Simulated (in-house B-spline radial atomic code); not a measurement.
**Ionising Yb with different functionals**

Computed with an all-electron radial atomic-structure program (B-spline basis): four-component Dirac-Coulomb Hamiltonian, Fermi nucleus of rms radius 5.3108 fm, spin-restricted, spherical fractional occupations for the functionals, and exact exchange of hybrids averaged over the configuration. The ionisation energy is the difference of two self-consistent energies, [Xe] 4f14 6s2 → [Xe] 4f14 6s1, without Breit or QED terms; ε is the level of the shell that loses the electron (mean over j).

| method | rung | ΔSCF (eV) | -ε(6s) (eV) |
| --- | --- | --- | --- |
| BHandHLYP | global hybrid | 6.06 | 4.85 |
| LC-wPBE | range-separated hybrid | 6.06 | 6.14 |
| CAM-B3LYP | range-separated hybrid | 6.29 | 5.34 |
| HSE06 | range-separated hybrid | 6.34 | 4.12 |

Problem. Among the functionals, which spreads more, the ΔSCF values or the orbital energies?

Solution. The orbital energies: ΔSCF values span about 0.28 eV and the orbital energies 2.02 eV; here energy differences depend much less on the functional than eigenvalues do.

Problem. How do they compare with the NIST value?

Solution. NIST lists 6.254 eV (measured, ground level to ground level). Errors run from -0.20 to +0.09 eV; CAM-B3LYP is closest (+0.04 eV), but part of that can be cancellation, since the calculations leave out Breit-QED terms, spin polarisation.
